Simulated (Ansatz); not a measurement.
Mulliken charges of CH5GeO2, SMILES `C[O][GeH][OH]` radical from B3LYP/def2-TZVPP in Ansatz (PBE0-D4/def2-TZVP geometry).

```
atom   x (Å)   y (Å)   z (Å)  charge (e)
  C1  -1.421   0.157   0.291      -0.124
  O2  -0.277  -0.324   0.963      -0.397
 Ge3   1.184  -0.795   0.082       0.472
  O4   1.407   0.532  -1.098      -0.403
  H5  -2.055   0.651   1.030       0.105
  H6  -1.993  -0.664  -0.157       0.091
  H7  -1.166   0.877  -0.492       0.111
  H8   2.296  -0.752   1.182      -0.027
  H9   2.025   0.317  -1.801       0.171
```

Q: By hand: the dipole of these point charges (1 e Å = 4.8032 D).

A: Σ q r = (0.036, -0.301, -0.238) e Å, of length 0.385 e Å = 1.85 D.

Q: How does the dipole of the full density compare? (Estimate.)

A: Ansatz gave: (0.105, -0.175, -0.294) e Å, 1.72 D; the point charges give 1.08 times that, at 24° from its direction.

Point charges leave out the atoms' own dipoles, such as those of lone pairs, and Mulliken's split depends on the basis, so the two needn't agree.

B3LYP here is the variant with VWN-RPA as its local correlation; programs differ in this.
